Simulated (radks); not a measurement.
Results of a calculation; reference values are marked as such.
Species: In+. Configuration: [Ar] 3d10 4s2 4p4 4d10 5s2 5d2 (not the ground configuration).

Code: a radial shooting solver on a logarithmic mesh with Libxc functionals. Model: Dirac Kohn-Sham, PBEsol, spin-unpolarised, spherical densities, point nucleus; open shells are shared between the two j in proportion to 2j + 1.

Energy parts (eV):
part                       energy
total                 -159827.255
kinetic                167934.262
electron-nucleus      -386567.046
Hartree                 63043.060
exchange-correlation    -4237.531

Orbitals (lengths in bohr, moments of r in powers of bohr):
orbital     occ.  eigenvalue (eV)     <r^2>
1s1/2          2        -27759.19  0.001195
2s1/2          2        -4184.395   0.01942
2p1/2          2        -3905.389   0.01446
2p3/2          4        -3694.587   0.01577
3s1/2          2        -821.0032    0.1389
3p1/2          2        -708.3184    0.1339
3p3/2          4        -670.2151    0.1426
3d3/2          4        -470.6347    0.1234
3d5/2          6        -462.8222    0.1259
4s1/2          2        -149.4225    0.7917
4p1/2    1.33333        -112.0301    0.8894
4p3/2    2.66667        -105.0318    0.9462
4d3/2          4         -45.9970     1.364
4d5/2          6         -44.9857     1.394
5s1/2          2         -24.1667     5.246
5p1/2          0         -15.9042     7.296
5p3/2          0         -15.1215     7.789
5d3/2        0.8          -5.7132     19.91
5d5/2        1.2          -5.6579     20.23
6s1/2          0          -6.3266     29.63

The highest occupied level is 5d5/2 at -5.658 eV. The configuration is held as typed, so some empty levels lie below it. The density falls to 0.001 e/bohr^3 at r = 5.21 bohr. Summed over all electrons, <r^2> = 72.31 bohr^2, which gives a Langevin (diamagnetic) susceptibility term of -57.3 x 10^-6 cm^3/mol.
